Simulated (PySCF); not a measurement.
A structure optimised at PBE-D3(BJ)/def2-SVP, used in a PySCF frequency run:

```xyz
11

C      2.4308     0.0156     1.0153
C      1.4768    -0.3580     0.3504
C      0.3315    -0.8040    -0.4441
C     -0.9002     0.0495    -0.2658
C     -2.1061    -0.3518     0.1595
F     -0.6833     1.3364    -0.6055
H      3.2740     0.3488     1.6037
H      0.6126    -0.7924    -1.5226
H      0.0770    -1.8552    -0.1961
H     -2.9384     0.3621     0.2307
H     -2.2722    -1.3991     0.4423
```
Charge 0, spin multiplicity 1.

Write its SMILES and formula.

C#CCC(=C)F, C₅H₅F

What are its rotational constants (standard atomic weights)?

7.4674, 2.2436, 1.9532 GHz
